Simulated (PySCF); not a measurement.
I⁺: excitation energy

I⁺ [Kr] 4d10 5s2 5p4 (3P) → I⁺ [Kr] 4d10 5s2 5p3 5d1 (5D), as a difference of total energies. Computed with PySCF 2.14 in aug-cc-pVTZ-PP with one added diffuse shell each of d, f type with ECP28MDF (6s5p5d3f, 67 functions), with scalar relativity through the core potential. Correlated levels: valence: 4s2 4p6 4d10 frozen. The calculations carry no spin-orbit coupling.

**Question.** Order these methods by the excitation energy they give, lowest first.
A. UHF
B. CCSD(T) (valence)
C. SCS-MP2 (valence)
D. MP2 (valence)

**Answer.** A (9.487 eV), D (9.887 eV), B (9.986 eV), C (10.041 eV).

Errors of the correlated levels include the incompleteness of this basis and the frozen core.

For comparison: 10.300 eV (measured; NIST levels, between the centres of gravity of the two terms).
